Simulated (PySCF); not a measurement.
Simulated Si 2p region for `[SiH3][O][GeH2][NH][GeH3]`, binding energy against the vacuum level.

Every computed line was given a Gaussian of 1.0 eV full width at half maximum and an area set by the number of equivalent atoms (split 2:1 within a doublet); the highest printed point is 100. Level of theory: delta-SCF UKS SCAN, pcX-2 on the ionised atom, pcseg-1 elsewhere, spin-free X2C in PySCF.

binding energy (eV), intensity and a bar:
```
    105.6          0 
    105.7          1 
    105.8          1 
    105.9          2 #
    106.0          4 #
    106.1          7 ##
    106.2         11 ###
    106.3         17 #####
    106.4         26 ########
    106.5         36 ###########
    106.6         49 ###############
    106.7         62 ##################
    106.8         74 ######################
    106.9         85 ##########################
    107.0         94 ############################
    107.1         99 ##############################
    107.2        100 ##############################
    107.3         98 #############################
    107.4         93 ############################
    107.5         85 ##########################
    107.6         77 #######################
    107.7         67 ####################
    107.8         57 #################
    107.9         47 ##############
    108.0         38 ###########
    108.1         29 #########
    108.2         22 ######
    108.3         15 #####
    108.4         10 ###
    108.5          7 ##
    108.6          4 #
    108.7          2 #
    108.8          1 
    108.9          1 
    109.0          0 
    109.1          0
```

Problem. Count the maxima, the lines and the sites behind this envelope.

Solution. The curve has 1 maximum (at 107.2 eV). Under it lie 2 lines from 1 inequivalent silicon site, drawn as a 2p3/2, 2p1/2 pair. At this width some lines have no maximum of their own.

Problem. Decompose the envelope and assign each component. Numbering: `[SiH3:1][O:2][GeH2:3][NH:4][GeH3:5]`.

Solution. 
| position (eV) | relative area | line | atoms | environment |
| --- | --- | --- | --- | --- |
| 107.05 | 0.67 | Si 2p3/2 | Si1 | oxygen-bound silicon |
| 107.68 | 0.33 | Si 2p1/2 | Si1 | oxygen-bound silicon |

Problem. What are the centre and the root-mean-square width of the whole band?

Solution. The area-weighted mean of the lines is 107.26 eV. Their own spread about it is 0.29 eV (rms) and each Gaussian has σ = 1.0/2.355 = 0.42 eV; the variances add, which gives 0.52 eV.

No satellites, vibrations or lifetime broadening are included. 2p3/2 and 2p1/2 are the ΔSCF energy of one spin-free 2p hole plus the eigenvalues of a spin–orbit and ligand-field matrix of the shell. 2p1/2 minus 2p3/2 (ligand field included): Si 0.62 eV. The structure is a single PBE0-D3(BJ)/def2-SVP conformer in the gas phase; no vibrational or solvent corrections.

Conformer computed: `[SiH3:1][O:2][GeH2:3][NH:4][GeH3:5]`: Si1–O2–Ge3–N4 -10°, O2–Ge3–N4–Ge5 88°.
